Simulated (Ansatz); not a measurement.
Two isomers of C3H8SSi: A = `CS[SiH]1CC1`, B = `C1CSC[SiH2]1`.

Program: Ansatz. Geometries: PBE0-D4/def2-TZVP. ΔE: electronic, gas phase. CCSD(T)/CBS adds triple-zeta CCSD(T) − MP2 to the extrapolated MP2 energy (def2 sets, frozen cores). Functionals use def2-TZVPP. One conformer a species, not always the lowest.

Problem. Which isomer does CCSD(T)/CBS put lower? Give the gap. (Best estimate.)

Solution. The calculation gave: B, by 13.0 kcal/mol.

Problem. Give E(B) − E(A) in kcal/mol with ωB97M-V, PBE0-D4, LDA (SPW92), BLYP-D4, HF/def2-TZVPP, PBE-D4, B2PLYP. (Estimate.)

Solution. Computed: ωB97M-V -12.3, PBE0-D4 -11.8, LDA (SPW92) -12.8, BLYP-D4 -10.7, HF/def2-TZVPP -13.5, PBE-D4 -10.2, B2PLYP -11.4. None reverses the order clearly.

Problem. Does the order hold for the free energy at 298.15 K (harmonic terms from PBE0-D4)? (An estimate is asked.)

Solution. Ansatz gave: Yes: G(B) − G(A) = -11.7 kcal/mol, for one conformer each. Modes under 60 cm⁻¹, often nearly free rotors, make the harmonic entropy too high.

Largest T1 diagnostic: 0.011.

From BLYP to BHLYP (50 % exact exchange), in def2-TZVPP and without D4, E(B) − E(A) moves by −4.2 kcal/mol. At CCSD(T), def2-SVP lies −0.9 kcal/mol from the extrapolated value and def2-TZVPP −0.0 kcal/mol.
